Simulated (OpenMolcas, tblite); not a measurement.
**SiCl2OF (SMILES [O][Si](F)(Cl)Cl): methods side by side**

SiCl2OF: 5 atoms, total charge 0, spin state doublet. As SMILES, `[O][Si](F)(Cl)Cl`. The coordinates come from a PBE0-D4/def2-TZVP relaxation.

Quantity: the dipole moment, in D. The values are calculated.

| level | kind | program | value (D) | CPU time |
| --- | --- | --- | --- | --- |
| IPEA1-xTB | semi-empirical | tblite | 2.68 | under 2 s |
| UHF/cc-pVDZ | Hartree–Fock | OpenMolcas | 0.59 | 16 s |
| USVWN5/cc-pVDZ | LDA | OpenMolcas | 1.42 | 37 s |
| U-revPBE/cc-pVDZ | GGA | OpenMolcas | 1.09 | 59 s |
| U-r2SCAN/cc-pVDZ | meta-GGA | OpenMolcas | 0.86 | 70 s |
| UTPSS/cc-pVDZ | meta-GGA | OpenMolcas | 0.99 | 78 s |
| UB3LYP/cc-pVDZ | global hybrid | OpenMolcas | 0.85 | 68 s |

The values span 0.59 to 2.68 D. Magnitudes only. CPU times are rough (shared hosts, several kinds of processor and program).
